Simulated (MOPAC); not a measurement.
Input file for MOPAC: PM7 on FHO2S (a complex), monomers drawn apart or pushed together.

```
PM7 1SCF PRECISE CHARGE=0 THREADS=1
FHO2S

F      0.35084368 1     0.50696988 1    -0.65679428 1
H      0.08404084 1     0.72411377 1     0.21057448 1
O     -0.46731925 1     0.50618771 1     2.71969571 1
S     -0.32566650 1    -0.72690850 1     3.46203569 1
O     -0.66641710 1    -0.71144852 1     4.85477638 1
```

Program output:

```
*******************************************************************************
 **                                                                           **
 **                              MOPAC v23.2.5                                **
 **                                                                           **
 *******************************************************************************
 ** MOPAC's Digital Object Identifier: https://doi.org/10.5281/zenodo.6511958 **
 **                                                                           **
 ** Please cite the open-source release paper for use of this MOPAC version:  **
 ** J. E. Moussa and J. J. P. Stewart (2026)                                  **
 ** MOPAC: An open-source semiempirical molecular orbital program             **
 ** J. Open Source Softw., 11(119), 8025, https://doi.org/10.21105/joss.08025 **
 *******************************************************************************

                              PM7 CALCULATION RESULTS

 *******************************************************************************
 *  PM7        - The PM7 Hamiltonian to be used
 *
 *
 *
 *                 CHARGE ON SYSTEM = 0
 *
 *
 *
 *  PRECISE    - TIGHTER CRITERIA TO BE USED
 *  1SCF       - DO 1 SCF AND THEN STOP
 *  THREADS=1  - MULTI-THREADING NOT USED
 *  T=         - A TIME OF 172800.0 SECONDS REQUESTED
 *  DUMP=N     - RESTART FILE WRITTEN EVERY 7200.0 SECONDS REQUESTED
 *******************************************************************************
PM7 1SCF PRECISE CHARGE=0 THREADS=1
 FHO2S

   ATOM   CHEMICAL          X               Y               Z
  NUMBER   SYMBOL      (ANGSTROMS)     (ANGSTROMS)     (ANGSTROMS)

     1       F          0.35084368  *   0.50696988  *  -0.65679428  *
     2       H          0.08404084  *   0.72411377  *   0.21057448  *
     3       O         -0.46731925  *   0.50618771  *   2.71969571  *
     4       S         -0.32566650  *  -0.72690850  *   3.46203569  *
     5       O         -0.66641710  *  -0.71144852  *   4.85477638  *



          CARTESIAN COORDINATES

    NO.       ATOM           X           Y           Z

     1         F          0.3508      0.5070     -0.6568
     2         H          0.0840      0.7241      0.2106
     3         O         -0.4673      0.5062      2.7197
     4         S         -0.3257     -0.7269      3.4620
     5         O         -0.6664     -0.7114      4.8548

 General Reference for PM7:
 "Optimization of Parameters for Semiempirical Methods VI: More Modifications to the
 NDDO Approximations and Re-optimization of Parameters", J. J. P. Stewart, J. Mol. Mod., 1:32, 19 (2013)
 https://link.springer.com/article/10.1007/s00894-012-1667-x

           Empirical Formula: H O2 F S  =     5 atoms



      MOLECULAR POINT GROUP   :   Cs


      RHF CALCULATION, NO. OF DOUBLY OCCUPIED LEVELS = 13


 -------------------------------------------------------------------------------
 PM7 1SCF PRECISE CHARGE=0 THREADS=1
 FHO2S



     1SCF WAS SPECIFIED, SO BFGS WAS NOT USED
     SCF FIELD WAS ACHIEVED


                              PM7 CALCULATION
                                                       MOPAC v23.2.5 Linux




          FINAL HEAT OF FORMATION =       -127.25857 KCAL/MOL =    -532.44986 KJ/MOL


          COSMO AREA              =        108.04 SQUARE ANGSTROMS
          COSMO VOLUME            =         83.93 CUBIC ANGSTROMS

          IONIZATION POTENTIAL    =         10.574828 EV
          HOMO LUMO ENERGIES (EV) =        -10.575 -1.075
          NO. OF FILLED LEVELS    =         13
          MOLECULAR WEIGHT        =         84.0651         POINT GROUP:  Cs

          MOLECULAR DIMENSIONS (Angstroms)

            Atom       Atom       Distance
            O     5    F     1     5.73557
            O     3    S     4     1.09033
            F     1    O     3     0.00056


          SCF CALCULATIONS        =          1





   ATOM   CHEMICAL          X               Y               Z
  NUMBER   SYMBOL      (ANGSTROMS)     (ANGSTROMS)     (ANGSTROMS)

     1       F          0.35084368  *   0.50696988  *  -0.65679428  *
     2       H          0.08404084  *   0.72411377  *   0.21057448  *
     3       O         -0.46731925  *   0.50618771  *   2.71969571  *
     4       S         -0.32566650  *  -0.72690850  *   3.46203569  *
     5       O         -0.66641710  *  -0.71144852  *   4.85477638  *

                             CARTESIAN COORDINATES

   1    F        0.350843680     0.506969880    -0.656794280
   2    H        0.084040840     0.724113770     0.210574480
   3    O       -0.467319250     0.506187710     2.719695710
   4    S       -0.325666500    -0.726908500     3.462035690
   5    O       -0.666417100    -0.711448520     4.854776380


           Empirical Formula: H O2 F S  =     5 atoms



      MOLECULAR POINT GROUP   :   Cs


                  EIGENVALUES
 -39.94667 -30.74190 -28.93251 -19.37293 -17.00624 -15.45329 -15.45099 -15.24025
 -14.99563 -14.54621 -12.33479 -12.32479 -10.57483  -1.07514   0.73774   1.37802
   3.87713   3.96562   3.96906   4.64909   4.76709   5.64208


              NET ATOMIC CHARGES AND DIPOLE CONTRIBUTIONS

  ATOM NO.   TYPE          CHARGE      No. of ELECS.   s-Pop       p-Pop       d-Pop
    1          F          -0.317814        7.3178     1.95985     5.35796
    2          H           0.317146        0.6829     0.68285
    3          O          -0.728050        6.7281     1.89591     4.83214
    4          S           1.407867        4.5921     1.79685     2.29145     0.50383
    5          O          -0.679148        6.6791     1.89279     4.78636
 DIPOLE           X         Y         Z       TOTAL
 POINT-CHG.     1.198    -4.036    -0.613     4.254
 HYBRID        -0.534     1.292     0.815     1.618
 SUM            0.665    -2.743     0.202     2.830


          ATOMIC ORBITAL ELECTRON POPULATIONS

     Atom    s        px        py        pz      x^2-y^2     xz        z^2       yz        xy
    1  F   1.95985   1.94747   1.96505   1.44544
    2  H   0.68285
    3  O   1.89591   1.64522   1.54281   1.64411
    4  S   1.79685   0.70263   0.86267   0.72616   0.04124   0.07357   0.17409   0.18794   0.02699
    5  O   1.89279   1.60818   1.75811   1.42007

 **********************
 *                    *
 * JOB ENDED NORMALLY *
 *                    *
 **********************




 == MOPAC DONE ==
```

The run finished.

Cost: very roughly 0.04 core-seconds.
